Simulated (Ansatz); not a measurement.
`[OH][Ge]([OH])([F])[F]` → `[F][Ge][F]` + `OO` at 600 K and 1 bar (germylene formation by 1,1-elimination).

Program: Ansatz. Geometries: PBE0-D4/def2-TZVP. ΔE: electronic, gas phase. CCSD(T)/CBS is the MP2 limit (def2-TZVPP, def2-QZVPP) plus CCSD(T) − MP2 in def2-TZVPP, frozen cores. This one scheme is used for every species. For Ge outer-core shells are correlated without core-valence functions, which leaves a few kJ/mol of doubt a bond. Scalar relativity is left out up to krypton. One conformer a species, not always the lowest.

| species | CCSD(T)/CBS energy (Eh) | H − E (kJ/mol) | S (J/(mol·K)) |
| --- | --- | --- | --- |
| `[OH][Ge]([OH])([F])[F]` | -2427.38846 | 141.3 | 420.5 |
| `[F][Ge][F]` | -2275.77030 | 37.2 | 307.1 |
| `OO` | -151.44260 | 96.1 | 259.8 |

H − E and S are ideal-gas, rigid-rotor, harmonic terms from PBE0-D4/def2-TZVP, for one conformer and one mirror image of each species. 1 Eh = 2625.50 kJ/mol, R = 8.31446 J/(mol·K).

Problem. By hand: ΔE, ΔH, ΔS and ΔG.

Solution. ΔE = (-2275.77030) + (-151.44260) − (-2427.38846) = 0.17556 Eh = 460.9 kJ/mol. Δ(H − E) = 37.2 + 96.1 − 141.3 = -8.0, so ΔH = 452.9 kJ/mol. ΔS = 307.1 + 259.8 − 420.5 = 146.4 J/(mol·K). ΔG = 452.9 − 600 × (146.4)/1000 = 365.1 kJ/mol.

Problem. By hand: the equilibrium constant, and the temperature at which ΔG would vanish if ΔH and ΔS stayed fixed.

Solution. log₁₀ K = −ΔG/(RT ln 10) = -31.8. ΔG = 0 at ΔH/ΔS = 3094 K, far beyond where these terms or the molecules hold.

The number of gas molecules changes by +1, which sets the sign of ΔS. A doubt of 5 kJ/mol in ΔE shifts log₁₀ K by 0.4 here. Other conformers and mirror images would add mixing entropy, several J/(mol·K) or more a flexible species. These are equilibria of isolated gas molecules and say nothing of rates. Largest T1 diagnostic: 0.015 (customary marks: 0.02 for closed shells, 0.045 for open ones).
